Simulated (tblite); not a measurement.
C₁₀H₁₀O.
Structure used (GFN2-xTB), in Å, numbered top down from 1:
```
atom  x, y, z in Å
C1     4.0438    0.3638    0.3166
C2     2.8949   -0.6146    0.3879
O3     3.0594   -1.8041    0.5549
C4     1.5680   -0.0008    0.2344
C5     0.4549   -0.7485    0.2582
C6    -0.9119   -0.2966    0.0982
C7    -1.9266   -1.2486   -0.0396
C8    -3.2405   -0.8637   -0.2196
C9    -3.5713    0.4813   -0.2561
C10   -2.5792    1.4375   -0.1045
C11   -1.2639    1.0559    0.0698
H12    4.9898   -0.1584    0.4295
H13    4.0237    0.8813   -0.6406
H14    3.9397    1.1062    1.1057
H15    1.5420    1.0691    0.0913
H16    0.5888   -1.8162    0.3914
H17   -1.6713   -2.2981   -0.0123
H18   -4.0105   -1.6128   -0.3305
H19   -4.5978    0.7848   -0.3980
H20   -2.8359    2.4868   -0.1217
H21   -0.5048    1.8126    0.1950
```

All values are computed: GFN2-xTB (tblite) harmonic vibrations without scaling, gas phase. This tight-binding method is rough: wavenumbers can miss measured ones by several per cent, in bad cases by 10 to 20. One conformer, not necessarily the lowest.

Harmonic wavenumbers (cm⁻¹): 26.6, 75.9, 91.3, 102.6, 130.9, 227.4, 249.3, 301.4, 366.2, 448.1, 464.3, 531.5, 563.8, 590.1, 624.0, 659.2, 736.5, 794.8, 845.9, 867.4, 900.4, 927.5, 932.3, 935.1, 981.3, 990.3, 992.3, 1001.2, 1084.1, 1120.2, 1167.6, 1182.2, 1186.9, 1217.5, 1278.0, 1289.2, 1308.8, 1331.5, 1366.0, 1432.6, 1456.6, 1462.4, 1472.3, 1576.0, 1588.0, 1624.6, 1727.5, 3020.3, 3026.4, 3048.0, 3060.3, 3075.8, 3077.2, 3084.4, 3085.8, 3094.2, 3098.1.

A = 3554, B = 484.5, C = 428.2 MHz; mass 146.073 u (most abundant isotopes); point group C1, symmetry number 1.

Problem. What is the zero-point energy?

Solution. ½Σν̃ = 36450 cm⁻¹ = 436.04 kJ/mol.

Problem. Entropy at 350 K, 1 bar (ideal gas, RRHO, classical rotation)?

Solution. Translation 174.35, rotation 129.43, vibration 159.31: S = 463.1 J/(mol K).

Problem. And Cp and H(350 K) − H(0)?

Solution. Cp = 197.81 J/(mol K), of which vibrations give 164.55 (their classical limit is 57 R = 473.9); H(350 K) − H(0) = 39.98 kJ/mol without the zero-point energy, 28.34 from vibrations.

Problem. How do the functions run with temperature in this model?

Solution. 
```tsv
T (K)	S (J/(mol K))	Cp (J/(mol K))	H − H(0) (kJ/mol)	G − H(0) (kJ/mol)	ln q(vib)
50	258.3	59.7	2.25	-10.66	0.90
100	306.6	81.2	5.80	-24.87	2.38
298.15	433.5	171.8	30.40	-98.85	7.98
373.15	476.1	209.0	44.69	-132.97	10.07
500	545.2	263.7	74.81	-197.79	13.61
750	667.5	338.3	150.84	-349.78	20.51
1000	771.7	385.1	241.68	-530.02	27.01
```

q(vib) and H(0) count from the zero-point level.

Problem. Blend soft modes into free rotors: weight 1/[1 + (100 cm⁻¹/ν̃)⁴] for the oscillator and the rest for a rotor with moment μB/(μ + B), μ = h/(8π²ν), B = 10⁻⁴⁴ kg m². What vibrational entropy results?

Solution. 143.54 J/(mol K) in place of 159.31, which changes −T·S at 350 K by +5.52 kJ/mol.

Hindered rotation and anharmonicity are outside this model. Other conformers, if any are populated, would add a mixing term that is left out. The structure is chiral; the term R ln 2 for an equal mix with its mirror image is left out.
